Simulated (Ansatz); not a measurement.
Geometry optimisation, RKS PBE-D4/STO-3G (Ansatz).

input.yaml

```yaml
crystal:
  periodic: [false, false, false]
  atoms:
    - { symbol: B, position_ang: [-0.9171, -2.2764, -0.1899] }
    - { symbol: C, position_ang: [-0.0838, -0.9734, 0.0351] }
    - { symbol: C, position_ang: [1.1717, -0.295, -0.042] }
    - { symbol: C, position_ang: [2.727, -0.2884, -0.3756] }
    - { symbol: C, position_ang: [0.0698, 0.3477, 0.4507] }
    - { symbol: O, position_ang: [-0.404, 1.3253, -0.4457] }
    - { symbol: Si, position_ang: [-1.9302, 1.8286, 0.1122] }
    - { symbol: H, position_ang: [-2.0754, -2.1873, 0.0652] }
    - { symbol: H, position_ang: [-0.4844, -3.1926, -0.618] }
    - { symbol: H, position_ang: [2.81496, -0.4806, -1.4356] }
    - { symbol: H, position_ang: [3.12899, -1.07042, 0.25327] }
    - { symbol: H, position_ang: [3.10929, 0.70516, -0.1073] }
    - { symbol: H, position_ang: [0.0817, 0.6139, 1.5395] }
    - { symbol: H, position_ang: [-2.8887, 0.6827, 0.222] }
    - { symbol: H, position_ang: [-2.5151, 2.7803, -0.8427] }
    - { symbol: H, position_ang: [-1.8232, 2.5018, 1.4447] }
basis:
  gaussian: { orbitals: STO-3G }
hamiltonian:
  xc: pbe
  dispersion: d4
relax:
  f_tol: 0.015
  max_steps: 40
```

Command:

```bash
$ ansatz run input.yaml --threads 1 --pin off --max-ram 2048MiB --backend cpu --events-out ev --progress --plain --runs-dir out
```

Question: Where does it end, and by what steps?

Answer: The forces met the threshold. Limits of this set-up: minimal basis. After 30 steps the energy has fallen by 1.980 eV; H9 moved furthest, 1.35 Å.

```
step  energy less start (eV)  largest force component (eV/Å)  accepted
   0                  0.0000                           7.289       yes
   2                 -1.7351                           1.093       yes
   4                 -1.8230                           0.339       yes
   6                 -1.8933                           0.512       yes
   8                 -1.9230                           0.559       yes
  10                 -1.9431                           0.362       yes
  12                 -1.9570                           0.165       yes
  14                 -1.9119                           1.050        no
  16                 -1.9658                           0.047       yes
  18                 -1.9689                           0.033       yes
  20                 -1.9719                           0.250       yes
  22                 -1.9754                           0.051       yes
  24                 -1.9756                           0.258        no
  26                 -1.9783                           0.036       yes
  28                 -1.9793                           0.040       yes
  30                 -1.9796                           0.013       yes
```

```xyz
16
Properties=species:S:1:pos:R:3
B -0.798 -2.289 0.021
C 0.158 -1.157 0.108
C 1.264 -0.391 0.063
C 2.662 -0.293 -0.502
C 0.090 0.431 0.477
O -0.446 1.399 -0.430
Si -2.052 1.878 0.079
H -1.733 -2.214 -0.698
H -0.680 -3.236 0.717
H 2.683 0.404 -1.366
H 3.017 -1.288 -0.836
H 3.362 0.098 0.265
H -0.094 0.620 1.565
H -2.991 0.769 -0.066
H -2.415 2.975 -0.804
H -2.044 2.315 1.472
```

Whether the end is a true minimum wasn't checked by a vibrational analysis.

Run time: 84 s on 1 CPU thread of a shared host.
